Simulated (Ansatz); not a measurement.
Input file for C$_{3}$H$_{6}$AlI, SMILES `C=C(I)[CH2][AlH2]`:

```yaml
crystal:
  periodic: [false, false, false]
  atoms:
    - {symbol: C, position_ang: [-1.745294, 0.345209, -0.917075]}
    - {symbol: C, position_ang: [-0.453756, 0.234671, -0.657353]}
    - {symbol: I, position_ang: [0.704307, -1.148520, -1.824866]}
    - {symbol: C, position_ang: [0.391177, 0.759876, 0.424692]}
    - {symbol: Al, position_ang: [1.363926, -0.889216, 1.024316]}
    - {symbol: H, position_ang: [-2.248221, -0.202441, -1.701163]}
    - {symbol: H, position_ang: [-2.337853, 1.021024, -0.306989]}
    - {symbol: H, position_ang: [1.157980, 1.433445, 0.025759]}
    - {symbol: H, position_ang: [-0.212856, 1.299342, 1.159199]}
    - {symbol: H, position_ang: [2.947044, -0.849579, 1.139291]}
    - {symbol: H, position_ang: [0.498744, -2.060811, 1.654889]}
basis:
  gaussian: {orbitals: def2-SVP}
correlation: {method: ccsd_t}
```

```sh
$ ansatz run in.yaml --threads 4 --pin off --events-out ev --progress --plain
```

Log, shortened:

```
Functional definition: HF
1241 factors; integrals over basis functions are off by at most 1.2e-3 eV
mean field evaluation 1: about -17833.1612 eV, gradient 2.8e1 eV
mean field evaluation 2: about -17833.2929 eV, gradient 2.8e1 eV
mean field evaluation 4: about -17835.8518 eV, gradient 2.9e0 eV
mean field evaluation 8: about -17835.8969 eV, gradient 2.9e-1 eV
mean field -17835.89769123 eV, -655.4571505472 hartree, gradient 2.4e-6 eV, S^2 0.000000; 0 other end points of the search recorded, 0 dependent functions left out
12 core orbitals not correlated: weight in the atoms' cores, before any rotation towards them, 1.000 or more for the frozen orbitals, at most 0.000 for the correlated occupied ones
reference -17835.89769123 eV, -655.4571505472 hartree; 19, 19 occupied and 85, 85 virtual orbitals, 1241 factors
second order -16.35040852 eV of doubles, -0.00000000 eV of singles
cycle   1  -17.07059157 eV  change   -7.2e-1 eV  update   1.0e-1
cycle   2  -17.58876547 eV  change   -5.2e-1 eV  update   3.3e-2
cycle   3  -17.69617768 eV  change   -1.1e-1 eV  update   1.4e-2
cycle   4  -17.69559039 eV  change    5.9e-4 eV  update   3.9e-3
cycle   5  -17.69659170 eV  change   -1.0e-3 eV  update   1.3e-3
cycle   6  -17.69661617 eV  change   -2.4e-5 eV  update   3.6e-4
cycle   7  -17.69662624 eV  change   -1.0e-5 eV  update   1.3e-4
cycle   8  -17.69665506 eV  change   -2.9e-5 eV  update   4.6e-5
perturbative correction -0.63031825 eV, -0.0231637683 hartree
Total energy: -17854.22466454 eV, -656.1306543938 hartree
```

Hardware: 4 threads of a server CPU on a shared host. Wall time 11 s, peak host memory 0.67 GiB.

Correlation energy per correlated electron: -0.482 eV. T1 diagnostic: 0.0098.
